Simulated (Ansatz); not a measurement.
Consider the ligand exchange at a B–C bond: `OB(O)CI` + HBr → `OB(O)Br` + `CI`.

Calculated with Ansatz (gas phase, PBE0-D4/def2-TZVP geometries, no zero-point term in ΔE). CBS: MP2 limit from def2 TZ/QZ plus the TZ coupled-cluster correction, frozen cores. Functionals use def2-TZVPP. B3LYP here is the variant with VWN-RPA as its local correlation; programs differ in this. Elements past krypton have def2 core potentials. For Br, I outer-core shells are correlated without core-valence functions, which leaves a few kJ/mol of doubt a bond. Scalar relativity is left out up to krypton. Each species was taken in one conformer, which may not be the lowest.

| level | ΔE (kJ/mol) | difference from CCSD(T)/CBS |
| --- | --- | --- |
| LDA (SPW92) | -73.2 | 2.2 |
| B97M-V | -77.3 | -1.9 |
| PBE0-D4 | -77.4 | -2.0 |
| BHLYP-D4 | -76.7 | -1.3 |
| CAM-B3LYP-D4 | -74.8 | 0.6 |
| BLYP | -78.5 | -3.1 |
| r2SCAN | -80.7 | -5.3 |
| B3LYP | -79.3 | -3.9 |
| BHLYP | -80.4 | -5.0 |
| MP2/def2-SVP | -79.1 | -3.7 |
| CCSD(T)/def2-SVP | -73.4 | 2.0 |
| MP2/def2-TZVPP | -78.7 | -3.3 |
| CCSD/def2-TZVPP | -74.8 | 0.6 |
| SCS-MP2/def2-QZVPP | -78.5 | -3.1 |
| HF/CBS(def2) | -84.1 | -8.7 |
| CCSD/CBS(def2) | -76.1 | -0.7 |
| CCSD(T)/CBS | -75.4 | 0 |

Largest T1 diagnostic among the species: 0.011.

Leaving LDA and LC-ωPBE aside and taking each functional with its dispersion term where it has one, the values, not all of them listed here, spread over 7.5 kJ/mol, from PBE-QIDH to BLYP-D4. LDA lies +5.5 kJ/mol from PBE without D4. In def2-TZVPP, CCSD(T) changes the Hartree–Fock value by +10.6 kJ/mol (the triples alone add +0.7 kJ/mol) and MP2 by +5.9 kJ/mol. The D4 term adds +4.6 kJ/mol with B3LYP and +2.8 kJ/mol with PBE0; it sums over pairs of atoms, weighted by their polarisabilities, and B3LYP, whose exchange is more repulsive, gets the larger term.
